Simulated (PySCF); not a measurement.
Numbering as in the mapped SMILES `[CH3:1][Si@@H:2]1[SiH2:3][CH2:4][Si@H:5]1[SiH3:6]`. Each H is labelled by its parent atom. Ha(Si3), Ha(C4) are cis to C1 on the ring; Hb(Si3), Hb(C4) are trans to C1 on the ring.

One conformer, non-relativistic Hamiltonian, no solvent model, fast rotation and ring inversion assumed for equivalent nuclei. GFN2-xTB geometry; shieldings: GIAO PBE0/pcSseg-1; PySCF.

Chemical shifts δ = σref − σ; ¹³C (σref 186.93) and ¹H (σref 31.72) and ²⁹Si (σref 349.16) vs TMS, all at this level.

```
  atoms  nucleus  count  Hirshfeld charge  δ (ppm)
Ha(Si3)       ¹H      1             -0.08        ?
    Si6     ²⁹Si      1              0.21   -113.0
  H(C1)       ¹H      3              0.04     0.49
     C4      ¹³C      1             -0.25    -10.5
Hb(Si3)       ¹H      1             -0.08     4.77
 Hb(C4)       ¹H      1              0.03     0.42
 H(Si6)       ¹H      3             -0.08     3.55
 Ha(C4)       ¹H      1              0.03     0.64
    Si3     ²⁹Si      1              0.24    -50.6
    Si2     ²⁹Si      1              0.19        ?
     C1      ¹³C      1             -0.21     -4.0
    Si5     ²⁹Si      1              0.17        ?
 H(Si2)       ¹H      1             -0.08        ?
 H(Si5)       ¹H      1             -0.08     4.76
```

Task: Estimate the values marked ?.

Result: 
- H(Si2): 5.05 ppm, hydrogen on a silicon bonded to C, 2 Si, in a 4-membered ring
- Ha(Si3): 4.68 ppm, hydrogen on a silicon bonded to C, Si, in a 4-membered ring
- Si2: -29.9 ppm, silicon bonded to C, 2 Si, H, in a 4-membered ring
- Si5: -58.7 ppm, silicon bonded to C, 2 Si, H, in a 4-membered ring

Shifts are as computed. Against solution values, carbons near 30 ppm lie about +3 ppm off and those near 130 ppm about +5 ppm. Of 1211 compounds with measured shifts, 218 miss one by over three times the rms of a fit or turn the order of signals round; such compounds aren't used in these exercises.
